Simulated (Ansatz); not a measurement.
Reaction (SMILES): O[SiH2]O → O[SiH2] + [OH] (HO) (the O-Si bond at the site shown breaks; other sites are not compared here)
Geometries: B3LYP-D3(BJ)/def2-TZVP minima from Ansatz (an electronic-structure program), one conformer each, not searched for the lowest.
Geometry of the first species:
SMILES: O[SiH2]O
```xyz
7

Si    -0.2925    -0.2931     0.1712
O     -0.7095     1.2473    -0.2304
O      1.2327    -0.7182    -0.2769
H     -1.1896    -1.1614    -0.6019
H     -0.4295    -0.4631     1.6397
H     -0.4451     1.9714     0.3410
H      1.9733    -0.4760     0.2832
```
Charge 0, spin multiplicity 1.

Property: bond dissociation energy (electronic energy difference), in kcal/mol. Cores are frozen in the correlated levels unless marked. UHF or UKS for open shells. No spin-orbit coupling. Non-relativistic. CBS(X,Y): correlation extrapolated as X^-3; Hartree-Fock from the larger set (for Q and 5 zeta extrapolated as (X+1)exp(-9√X)).

```
level                            program  bond dissociation energy (kcal/mol)
-------------------------------  -------  -----------------------------------
HF/CBS(cc-pV(Q+d)Z,cc-pV(5+d)Z)   Ansatz                                101.5
BLYP/def2-TZVPD                   Ansatz                                125.2
```

**Question.** Estimate the value at CCSD(T)/CBS(cc-pV(Q+d)Z,cc-pV(5+d)Z) as computed with Ansatz.

**Answer.** 136.0 kcal/mol
